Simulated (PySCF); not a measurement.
**Working out the ionisation energy of Tc⁺**

Tc⁺ [Kr] 4d5 5s1 (7S) → Tc²⁺ [Kr] 4d5 (6S). All numbers are calculated (PySCF 2.14, a scalar-relativistic core potential, in def2-QZVPPD with the def2 core potential (28 electrons)). Frozen: nothing. Energies in hartree (1 hartree = 27.21139 eV):

| part | Tc⁺ (lower) | Tc²⁺ (upper) |
| --- | --- | --- |
| UHF | -79.910026 | -79.384870 |
| MP2 opposite-spin | -0.258381 | -0.247519 |
| MP2 same-spin | -0.151856 | -0.127056 |

Problem. What does Hartree-Fock give?

Solution. (-79.384870) − (-79.910026) = 0.525156 hartree = 14.290 eV.

Problem. What do MP2 and SCS-MP2 (6/5 opposite-spin, 1/3 same-spin) give?

Solution. The opposite-spin parts differ by 0.296 eV and the same-spin parts by 0.675 eV. MP2: 14.290 + (0.296) + (0.675) = 15.261 eV. SCS-MP2: 14.290 + 1.2 × (0.296) + (0.675)/3 = 14.870 eV.

Reference: 15.26 eV (semi-empirical (NIST evaluation); NIST Atomic Spectra Database, ionization energies).

What remains against the reference includes basis incompleteness and correlation beyond second order.
